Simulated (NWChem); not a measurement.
Everything below was run with NWChem. System: H₃O₃Sb, charge 0, spin multiplicity 1, at a geometry optimised with PBE0/def2-SVP with def2 effective core potentials on Sb. The structure started from a generated list of species. Level: CIS/def2-SVP with def2 effective core potentials on Sb.

NWChem printed:

```
             Northwest Computational Chemistry Package (NWChem) 7.3.0
             --------------------------------------------------------

                                NWChem Input Module
                                -------------------

 Scaling coordinates for geometry "geometry" by  1.889725989
 (inverse scale =  0.529177249)

                             Geometry "geometry" -> ""
                             -------------------------

 Output coordinates in angstroms (scale by  1.889725989 to convert to a.u.)

  No.       Tag          Charge          X              Y              Z
 ---- ---------------- ---------- -------------- -------------- --------------
    1 Sb                  51.0000    -0.00286300     0.01740900     0.38072400
    2 O                    8.0000     1.52954300    -0.93189300    -0.43327400
    3 H                    1.0000     1.58290200    -0.77682000    -1.38642000
    4 O                    8.0000    -1.42646700    -0.70231200    -0.81214900
    5 H                    1.0000    -1.63103200    -1.63302200    -0.66220000
    6 O                    8.0000    -0.00700900     1.64138800    -0.73772000
    7 H                    1.0000    -0.57441400     1.46451100    -1.50313800

 Effective nuclear repulsion energy (a.u.)     416.3027299969

            Nuclear Dipole moment (a.u.)
            ----------------------------
        X                 Y               Z
 ---------------- ---------------- ----------------
    -0.0000396842    -0.0000151178     0.0000415740


 Summary of "ao basis" -> "" (spherical)
 ------------------------------------------------------------------------------
       Tag                 Description            Shells   Functions and Types
 ---------------- ------------------------------  ------  ---------------------
 *                          def2-svp                  on all atoms

 Summary of "ao basis" -> "ao basis" (spherical)
 ------------------------------------------------------------------------------
       Tag                 Description            Shells   Functions and Types
 ---------------- ------------------------------  ------  ---------------------
 Sb                         def2-svp                10       26   4s4p2d
 O                          def2-svp                 6       14   3s2p1d
 H                          def2-svp                 3        5   2s1p

 Summary of "ao basis" -> "ao basis" (spherical)
 ------------------------------------------------------------------------------
[...]
     Occ.   25  a   ---  Virt.   30  a       -0.10715
  ----------------------------------------------------------------------------
  Root   5 singlet a              0.331063358 a.u.                9.0087 eV
  ----------------------------------------------------------------------------
     Transition Moments    X  0.61379   Y  0.17915   Z  0.18301
     Transition Moments   XX  0.25931  XY -0.04185  XZ  0.25321
     Transition Moments   YY -0.85766  YZ -0.16961  ZZ  0.31447
     Dipole Oscillator Strength                    0.0976260035
     Electric Quadrupole                           0.0000001028
     Magnetic Dipole                               0.0000018593
     Total Oscillator Strength                     0.0976279656

          sigma_e =   1.9841 Angstrom
          sigma_h =   1.4976 Angstrom
         |d_h->e| =   0.8982 Angstrom
            d_exc =   2.4903 Angstrom
            d_CD1 =   1.3847 Angstrom
            d_CD2 =  -0.8426 Angstrom
            d_CD3 =   3.3886 Angstrom
     Pearson C.C. =   0.1320

     Occ.   20  a   ---  Virt.   28  a        0.07626
     Occ.   21  a   ---  Virt.   26  a        0.07552
     Occ.   21  a   ---  Virt.   27  a        0.24243
     Occ.   21  a   ---  Virt.   28  a        0.17453
     Occ.   21  a   ---  Virt.   29  a       -0.13098
     Occ.   21  a   ---  Virt.   32  a        0.05544
     Occ.   22  a   ---  Virt.   26  a       -0.11982
     Occ.   22  a   ---  Virt.   27  a       -0.30815
     Occ.   22  a   ---  Virt.   28  a       -0.10022
     Occ.   22  a   ---  Virt.   29  a        0.06759
     Occ.   23  a   ---  Virt.   27  a        0.06514
     Occ.   23  a   ---  Virt.   28  a       -0.05023
     Occ.   24  a   ---  Virt.   26  a        0.17905
     Occ.   24  a   ---  Virt.   27  a       -0.66572
     Occ.   24  a   ---  Virt.   28  a       -0.38206
     Occ.   24  a   ---  Virt.   29  a        0.11981
     Occ.   24  a   ---  Virt.   31  a        0.07005
     Occ.   24  a   ---  Virt.   32  a       -0.08702
     Occ.   24  a   ---  Virt.   33  a       -0.05688
     Occ.   24  a   ---  Virt.   34  a        0.06157
     Occ.   25  a   ---  Virt.   26  a       -0.12331
     Occ.   25  a   ---  Virt.   27  a       -0.13966
     Occ.   25  a   ---  Virt.   28  a        0.12404
  ----------------------------------------------------------------------------
  Root   6 singlet a              0.335168554 a.u.                9.1204 eV
  ----------------------------------------------------------------------------
     Transition Moments    X -0.00308   Y  0.44410   Z -0.74984
     Transition Moments   XX  1.12358  XY -0.20364  XZ  0.44043
     Transition Moments   YY  1.59684  YZ  0.33024  ZZ -1.18687
     Dipole Oscillator Strength                    0.1697066565
     Electric Quadrupole                           0.0000005139
     Magnetic Dipole                               0.0000009875
     Total Oscillator Strength                     0.1697081578

          sigma_e =   2.0452 Angstrom
          sigma_h =   1.8933 Angstrom
         |d_h->e| =   0.5322 Angstrom
            d_exc =   2.6485 Angstrom
            d_CD1 =   0.6842 Angstrom
            d_CD2 =  -1.4371 Angstrom
            d_CD3 =   3.1806 Angstrom
     Pearson C.C. =   0.1338

     Occ.   16  a   ---  Virt.   28  a        0.05147
     Occ.   19  a   ---  Virt.   28  a        0.09930
     Occ.   20  a   ---  Virt.   26  a       -0.10373
     Occ.   20  a   ---  Virt.   29  a        0.07347
     Occ.   22  a   ---  Virt.   26  a       -0.28790
     Occ.   22  a   ---  Virt.   27  a       -0.05740
     Occ.   22  a   ---  Virt.   28  a        0.06955
     Occ.   23  a   ---  Virt.   26  a        0.19367
     Occ.   23  a   ---  Virt.   27  a       -0.48877
     Occ.   23  a   ---  Virt.   29  a        0.05758
     Occ.   24  a   ---  Virt.   26  a       -0.46469
     Occ.   24  a   ---  Virt.   27  a       -0.07160
     Occ.   24  a   ---  Virt.   28  a       -0.18148
     Occ.   25  a   ---  Virt.   26  a       -0.07840
     Occ.   25  a   ---  Virt.   27  a        0.08551
     Occ.   25  a   ---  Virt.   28  a       -0.49999
     Occ.   25  a   ---  Virt.   29  a        0.10795
     Occ.   25  a   ---  Virt.   30  a        0.16204

              Target root =      1
          Target symmetry = none
      Ground state energy =   -465.429818877728
        Excitation energy =      0.266060767203
     Excited state energy =   -465.163758110524

  stored tddft:energy   -465.16375811052433

 Task  times  cpu:       74.2s     wall:       74.2s

 Total times  cpu:       74.3s     wall:       74.3s
```

**Question.** Write an NWChem input that would produce this output.

**Answer.** This is not unique; one that fits is 
```
start mol
memory heap 200 mb stack 800 mb global 1000 mb
geometry units angstroms nocenter noautoz noautosym
  Sb    -0.002863     0.017409     0.380724
  O      1.529543    -0.931893    -0.433274
  H      1.582902    -0.776820    -1.386420
  O     -1.426467    -0.702312    -0.812149
  H     -1.631032    -1.633022    -0.662200
  O     -0.007009     1.641388    -0.737720
  H     -0.574414     1.464511    -1.503138
end
basis spherical
  * library def2-svp
end
ecp
  Sb library def2-ecp
end
dft
  xc hfexch
  semidirect memsize 60000000 filesize 0
  iterations 100
end
tddft
  cis
  nroots 6
  notriplet
  thresh 1e-4
end
task tddft energy
```
